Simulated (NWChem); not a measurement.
System: C$_{2}$H$_{5}$BClN; SMILES C=CB(N)Cl

Excerpt of the output:

```
             Northwest Computational Chemistry Package (NWChem) 7.3.0
             --------------------------------------------------------

 C1  symmetry detected

                             Geometry "geometry" -> ""
                             -------------------------

 Output coordinates in angstroms (scale by  1.889725989 to convert to a.u.)

  No.       Tag          Charge          X              Y              Z
 ---- ---------------- ---------- -------------- -------------- --------------
    1 B                    5.0000    -0.24411128    -0.04955445     0.08577005
    2 Cl                  17.0000     0.43062212    -1.69666669    -0.05949353
    3 C                    6.0000     0.73660087     1.15578328     0.23795886
    4 C                    6.0000     0.46688158     2.39447928    -0.19497833
    5 H                    1.0000     1.72267066     0.97051215     0.68127305
    6 H                    1.0000     1.18302368     3.21812450    -0.10309607
    7 H                    1.0000    -0.48277556     2.64206431    -0.68427521
    8 N                    7.0000    -1.62880456     0.09403374     0.04774319
    9 H                    1.0000    -2.25803455    -0.68613982    -0.08689735
   10 H                    1.0000    -2.08416663     0.98673327     0.18344978

 Effective nuclear repulsion energy (a.u.)     186.8011427545

                                 NWChem DFT Module
                                 -----------------

 Summary of "ao basis" -> "ao basis" (spherical)
 ------------------------------------------------------------------------------
       Tag                 Description            Shells   Functions and Types
 ---------------- ------------------------------  ------  ---------------------
 B                           6-31g*                  6       14   3s2p1d
 Cl                          6-31g*                  8       18   4s3p1d
 C                           6-31g*                  6       14   3s2p1d
 H                           6-31g*                  2        2   2s
 N                           6-31g*                  6       14   3s2p1d

            General Information
            -------------------
          SCF calculation type: DFT
          Wavefunction type:  closed shell.
          No. of atoms     :    10
          No. of electrons :    46
           Alpha electrons :    23
            Beta electrons :    23
          Charge           :     0
          Spin multiplicity:     1
          Use of symmetry is: off; symmetry adaption is: off
          Maximum number of iterations: 150
          AO basis - number of functions:    84
                     number of shells:    42
          Convergence on energy requested:  1.00D-06
          Convergence on density requested:  1.00D-05
          Convergence on gradient requested:  5.00D-04

              XC Information
              --------------
                         MN15 Method XC Functional
                     Hartree-Fock (Exact) Exchange  0.440
                          MN15 Exchange Functional  1.000
                        MN15 Correlation Potential  1.000

             Grid Information
             ----------------
          Grid used for XC integration:  xfine
          Radial quadrature: Mura-Knowles
          Angular quadrature: Lebedev.
          Tag              B.-S. Rad. Rad. Pts. Rad. Cut. Ang. Pts.
          ---              ---------- --------- --------- ---------
          B                   0.85      100          10.0      1454
          Cl                  1.00      125          12.0      1454
          C                   0.70      100          11.0      1454
          H                   0.35      100          12.0      1202
          N                   0.65      100          11.0      1454
          Grid pruning is: on
          Number of quadrature shells:  1025
          Spatial weights used:  Erf1

      Superposition of Atomic Density Guess
      -------------------------------------

 Sum of atomic energies:        -616.08208045

      Non-variational initial energy
      ------------------------------

 Total energy =    -618.588305
 1-e energy   =   -1215.581810
 2-e energy   =     410.192362
 HOMO         =      -0.321016
 LUMO         =      -0.018085

     ---------------------------------------------
      Total Density - Mulliken Population Analysis
     ---------------------------------------------

    Atom       Charge   Shell Charges
 -----------   ------   -------------------------------------------------------
    1 B    5     4.36   2.00  0.58  1.09  0.32  0.29  0.09
    2 Cl  17    17.34   2.00  2.00  5.98  1.38  3.71  0.55  1.71  0.01
    3 C    6     6.38   2.00  0.74  1.97  0.59  1.05  0.03
    4 C    6     6.39   2.00  0.74  1.89  0.63  1.10  0.03
    5 H    1     0.78   0.46  0.32
    6 H    1     0.78   0.47  0.32
    7 H    1     0.79   0.47  0.32
    8 N    7     8.05   2.00  0.81  2.66  0.80  1.77  0.01
    9 H    1     0.56   0.41  0.16
   10 H    1     0.56   0.41  0.16

[...]

                         DFT ENERGY GRADIENTS

    atom               coordinates                        gradient
                 x          y          z           x          y          z
   1 B      -0.461303  -0.093644   0.162082   -0.005274  -0.001699  -0.000105
   2 Cl      0.813758  -3.206235  -0.112426    0.000480  -0.000288  -0.000129
   3 C       1.391974   2.184114   0.449677   -0.003439   0.002385  -0.001792
   4 C       0.882278   4.524910  -0.368456    0.001113  -0.003528   0.001241
   5 H       3.255376   1.834002   1.287419    0.003079  -0.000570   0.001534
   6 H       2.235591   6.081374  -0.194823    0.003262   0.003000   0.000548
   7 H      -0.912314   4.992778  -1.293093   -0.003224   0.000967  -0.001729
   8 N      -3.077994   0.177698   0.090222    0.002076   0.000351   0.000342
   9 H      -4.267067  -1.296616  -0.164212    0.001320   0.001288   0.000363
  10 H      -3.938504   1.864655   0.346670    0.000607  -0.001906  -0.000272
```

Level: MN15/6-31G* (spherical d). Geometry: optimised at PBE0/def2-SVP.

Q: Reconstruct the input file.

A: One answer among several that fit: the input that was run:
```
start job
memory heap 200 mb stack 900 mb global 1100 mb
geometry units angstroms noautoz
  B     -0.230805    -0.056873     0.015589
  Cl     0.445667    -1.679994    -0.296195
  C      0.747576     1.149570     0.173901
  C      0.432876     2.410904    -0.149443
  H      1.767330     0.948951     0.524672
  H      1.146320     3.236815    -0.056912
  H     -0.554803     2.677374    -0.544465
  N     -1.615444     0.068489     0.096201
  H     -2.246043    -0.709841    -0.042639
  H     -2.066953     0.942954     0.328868
end
basis spherical
  B library 6-31g*
  Cl library 6-31g*
  C library 6-31g*
  H library 6-31g*
  N library 6-31g*
end
dft
  xc mn15
  grid xfine
  iterations 150
  mulliken
end
task dft gradient
```
